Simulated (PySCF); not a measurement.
## Li+ (lithium, charge +1): BP86 calculation

Configuration: 1s2, closed-shell 1S. All numbers are calculated (PySCF 2.14, scalar relativity by spin-free X2C-1e, in aug-cc-pCVTZ-DK).

```
Total energy                        : -7.2771 hartree
One-electron energy                 : -8.8800 hartree
Hartree (Coulomb) energy            : 3.2877 hartree
Exchange-correlation energy         : -1.6849 hartree
⟨S²⟩                                : 0.0000
⟨L²⟩                                : 0.000
Sum of ⟨r⟩                          : 1.154 bohr
Sum of ⟨r²⟩                         : 0.9114 bohr²
Langevin diamagnetic susceptibility : -0.722 ×10⁻⁶ cm³/mol
```

```
shell  electrons  mean orbital energy (hartree)  rms radius, mean of both spins (bohr)
   1s          2                       -2.22529                                  0.675
```
